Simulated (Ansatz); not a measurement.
Gas-phase electronic energies from Ansatz, PBE0-D4/def2-TZVP geometries. CBS: MP2 limit from def2 TZ/QZ plus the TZ coupled-cluster correction, frozen cores. DFT in def2-TZVPP. For Ga outer-core shells are correlated without core-valence functions, which leaves a few kJ/mol of doubt a bond. Scalar relativity is left out up to krypton. One conformer a species, not always the lowest.

Reaction (redistribution): `[OH][Ga]([F])[SH]` + `CCBS[SiH3]` → `C[CH2][Ga]([F])[SH]` + `OBS[SiH3]`

(1) Is it downhill or uphill in electronic energy at CCSD(T)/CBS, and by how much? (Estimate.)

(2) What do these levels give: PBE-D4, r2SCAN-D4, ωB97X-V, r2SCAN, SCS-MP2/def2-TZVPP, CCSD(T)/def2-TZVPP? (An estimate is asked.)

Largest T1 diagnostic among the species: 0.014.

Results:

(1) The calculation gave: Downhill: ΔE = -60.2 kJ/mol.

(2) The calculation gave: PBE-D4 -66.2, r2SCAN-D4 -60.7, ωB97X-V -55.8, r2SCAN -60.5, SCS-MP2/def2-TZVPP -51.0, CCSD(T)/def2-TZVPP -55.2 kJ/mol.

In def2-TZVPP, CCSD(T) changes the Hartree–Fock value by −8.8 kJ/mol (the triples alone add −1.7 kJ/mol) and MP2 by −7.4 kJ/mol. From PBE to PBE0 (25 % exact exchange), in def2-TZVPP and without D4, ΔE moves by +3.1 kJ/mol.
